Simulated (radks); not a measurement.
The numbers below are computed, except where a source is named.
These are the eigenvalues of the occupied orbitals of an atom or ion with whole-number occupations (Ry). Level of theory: non-relativistic Kohn-Sham, BLYP, spin-polarised, spherical densities, point nucleus (a radial shooting solver on a logarithmic mesh with Libxc functionals).

orbital  eigenvalue
1s        -647.2118
2s        -117.9438
2p        -109.4864

Which element is it, and in what charge state? The configuration may be excited. Open shells, if any, are filled with parallel spins first.

Answer. Z = 28, nickel, charge +18: Ni18+ in [Ne]. The list shows which subshells hold electrons but not how many an open one holds; the 1s level, -323.61 hartree, gives Z - s = 25.4 by -(Z - s)^2/2, which with screening narrows Z to a few neighbours, and the depths of the outer levels then fix element, charge and occupations together.
